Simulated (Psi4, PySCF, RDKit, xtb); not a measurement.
Internal rotation in SMILES c1(C=C)ccccc1S (C8H8S), singlet. Scanned: dihedral C1–C2–C3–C4; all other coordinates were relaxed at GFN2-xTB. Points at φ and −φ are mirror images. Heavy atoms are numbered in the order of the SMILES C=Cc1ccccc1S, hydrogens after them in the order of the atoms that carry them; the mirror image has the same energies with the sign of each dihedral reversed.

Levels: UFF // GFN2-xTB (RDKit); RHF/3-21G = restricted Hartree-Fock/3-21G, density fitting // GFN2-xTB (PySCF 2.14.0); GFN1-xTB // GFN2-xTB (xtb); PBE-D3(BJ)/def2-SVP // GFN2-xTB (Psi4).

Energies relative to the lowest point of each profile, in mEh; the last columns give the difference from PBE-D3(BJ):

| φ / ° | UFF | RHF/3-21G | GFN1-xTB | PBE-D3(BJ)/def2-SVP | UFF − PBE-D3(BJ)/def2-SVP | RHF/3-21G − PBE-D3(BJ)/def2-SVP | GFN1-xTB − PBE-D3(BJ)/def2-SVP |
|---|---|---|---|---|---|---|---|
| -150 | 6.1 | 4.1 | 2.1 | 2.0 | 4.0 | 2.0 | 0.1 |
| -120 | 2.2 | 2.7 | 3.5 | 4.7 | -2.5 | -1.9 | -1.2 |
| -90 | 5.2 | 1.9 | 4.7 | 5.9 | -0.8 | -4.0 | -1.2 |
| -60 | 1.6 | 0.1 | 2.3 | 2.7 | -1.1 | -2.6 | -0.5 |
| -30 | 0.0 | 0.0 | 0.0 | 0.0 | 0.0 | 0.0 | 0.0 |
| 0 | 3.4 | 1.6 | 0.1 | 0.1 | 3.4 | 1.5 | 0.0 |
| 30 | 0.0 | 0.0 | 0.0 | 0.0 | 0.0 | 0.0 | 0.0 |
| 60 | 1.6 | 0.1 | 2.3 | 2.7 | -1.1 | -2.6 | -0.5 |
| 90 | 5.2 | 1.9 | 4.7 | 5.9 | -0.8 | -4.0 | -1.2 |
| 120 | 2.2 | 2.7 | 3.5 | 4.7 | -2.5 | -1.9 | -1.2 |
| 150 | 6.1 | 4.1 | 2.1 | 2.0 | 4.0 | 2.0 | 0.1 |
| 180 | 17.5 | 6.0 | 2.4 | 1.5 | 16.0 | 4.4 | 0.9 |

UFF is furthest from PBE-D3(BJ)/def2-SVP at 180 (16.0 mEh, above); its mean absolute difference over the points is 3.0 mEh.

RHF/3-21G is furthest from PBE-D3(BJ)/def2-SVP at 180 (4.4 mEh, above); its mean absolute difference over the points is 2.3 mEh.

GFN1-xTB is furthest from PBE-D3(BJ)/def2-SVP at -120 (-1.2 mEh, below); its mean absolute difference over the points is 0.6 mEh.
